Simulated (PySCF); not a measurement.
Excitation energy of Cd(2+) by level of theory

Cd(2+) [Kr] 4d10 (1S) → Cd(2+) [Kr] 4d9 5s1 (3D), as a difference of total energies. Computed with PySCF 2.14 in x2c-TZVPPall, with scalar relativity by spin-free X2C-1e. Correlated levels: valence: [Kr] frozen; valence and next inner shell: [Ar] 3d10 frozen. The calculations carry no spin-orbit coupling.

```
                                method  excitation energy (cm⁻¹)
                                   UHF                     79158
                                   LDA                     80523
                                   PBE                     80019
                                  PBE0                     81534
                                r2SCAN                     81336
                                B2PLYP                     81765
                                  BP86                     80027
                                 TPSSh                     81643
                                 HSE06                     81042
                         MP2 (valence)                     86084
                     SCS-MP2 (valence)                     86099
    MP2 (valence and next inner shell)                     84149
SCS-MP2 (valence and next inner shell)                     84021
```

A first-order spin-orbit estimate (lowest level to lowest level, LS coupling) adds -0.277 eV.

The basis was made for the ground configuration and has no added diffuse functions, so the excitation energy can come out too high.
